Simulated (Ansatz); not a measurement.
Coupled-cluster run, C$_{3}$H$_{7}$BOS.

```yaml
crystal:
  periodic: [false, false, false]
  atoms:
    - {symbol: B, position_ang: [-1.819673, -0.949386, -0.756222]}
    - {symbol: S, position_ang: [-0.698185, -0.910116, 1.007743]}
    - {symbol: C, position_ang: [0.079239, 0.081788, -0.071573]}
    - {symbol: C, position_ang: [-0.680513, 0.080034, -1.325758]}
    - {symbol: O, position_ang: [1.172665, 0.765646, 0.107164]}
    - {symbol: C, position_ang: [1.812248, 0.675732, 1.381068]}
    - {symbol: H, position_ang: [-1.793311, -2.081588, -1.160357]}
    - {symbol: H, position_ang: [-2.899040, -0.489148, -0.493404]}
    - {symbol: H, position_ang: [-0.063082, -0.278700, -2.156315]}
    - {symbol: H, position_ang: [-1.014457, 1.091331, -1.581769]}
    - {symbol: H, position_ang: [2.692319, 1.310133, 1.318423]}
    - {symbol: H, position_ang: [1.136672, 1.028429, 2.162514]}
    - {symbol: H, position_ang: [2.095419, -0.358854, 1.583288]}
basis:
  gaussian: {orbitals: def2-TZVPP}
correlation: {method: ccsd_t}
```

```sh
$ ansatz run in.yaml --threads 4 --pin off --events-out ev --progress --plain --max-ram 10444MiB
```

Log, shortened:

```
Functional definition: HF
1749 factors; integrals over basis functions are off by at most 1.1e-3 eV
mean field evaluation 1: about -16725.8942 eV, gradient 3.6e1 eV
mean field evaluation 2: about -16726.2678 eV, gradient 3.6e1 eV
mean field evaluation 4: about -16729.8395 eV, gradient 4.5e0 eV
mean field evaluation 8: about -16729.9136 eV, gradient 4.4e-1 eV
mean field -16729.91455788 eV, -614.8130200587 hartree, gradient 7.2e-6 eV, S^2 0.000000; 0 other end points of the search recorded, 0 dependent functions left out
10 core orbitals not correlated: weight in the atoms' cores, before any rotation towards them, 1.000 or more for the frozen orbitals, at most 0.000 for the correlated occupied ones
reference -16729.91455788 eV, -614.8130200587 hartree; 17, 17 occupied and 268, 268 virtual orbitals, 1749 factors
second order -27.85213959 eV of doubles, -0.00000000 eV of singles
cycle   1  -28.16794838 eV  change   -3.2e-1 eV  update   1.4e-1
cycle   2  -28.92698151 eV  change   -7.6e-1 eV  update   4.1e-2
cycle   3  -29.12061296 eV  change   -1.9e-1 eV  update   2.4e-2
cycle   4  -29.10303474 eV  change    1.8e-2 eV  update   7.6e-3
cycle   5  -29.09910276 eV  change    3.9e-3 eV  update   3.8e-3
cycle   6  -29.10022857 eV  change   -1.1e-3 eV  update   1.2e-3
cycle   7  -29.09960169 eV  change    6.3e-4 eV  update   5.1e-4
cycle   8  -29.09960726 eV  change   -5.6e-6 eV  update   2.2e-4
cycle   9  -29.09979431 eV  change   -1.9e-4 eV  update   8.3e-5
cycle  10  -29.09976108 eV  change    3.3e-5 eV  update   3.8e-5
perturbative correction -1.37330698 eV, -0.0504681005 hartree
Total energy: -16760.38762593 eV, -615.9328846543 hartree
```

Hardware: 4 threads of an Arm Neoverse V2 on a shared host. Wall time 13 min, peak host memory 3.9 GiB.

The correlation energy is -30.473 eV, 4.5 % of it from (T); the T1 diagnostic reads 0.0165.
